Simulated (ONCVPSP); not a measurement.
Plane-wave convergence, ONCV potential for P

ONCVPSP 4.0.1 input, shortened (lines: element, Z, core and valence counts, functional; n l f; lmax; l rc ep ncon nbas qcut; lloc lpopt rc5 dvloc0; l nproj debl; icmod fcfact rcfact), PBEsol, scalar-relativistic:

```
  P 15.00    3    2  -116133      upf
    1    0    2.00
    2    0    2.00
    2    1    6.00
    3    0    2.00
    3    1    2.75
    1
    0    1.50    0.00    4    8    5.30
    1    1.75    0.00    3    7    4.40
    4    3    1.45    1.00
    0    2    3.20
    1    2    0.40
    3    3.75    1.40
```

Q: For each optimised wave give the share of its norm inside rc, the residual kinetic energy above qcut (Ha) and the cutoffs (Ha) for errors of 10, 1, 0.1 and 0.01 mHa per electron.

A:

```csv
wave,norm inside rc,residual KE,10 mHa,1 mHa,0.1 mHa,0.01 mHa
3s,0.328,5.3e-05,7.5,10.7,13.5,23.3
s projector 2,0.096,5.7e-04,9.6,12.7,86.5,107.1
3p,0.316,8.5e-05,3.0,4.4,9.2,46.9
p projector 2,0.083,3.3e-05,2.6,4.0,5.7,23.8
```

The occupied waves need 11 Ha and 14 Ha for 1 and 0.1 mHa.
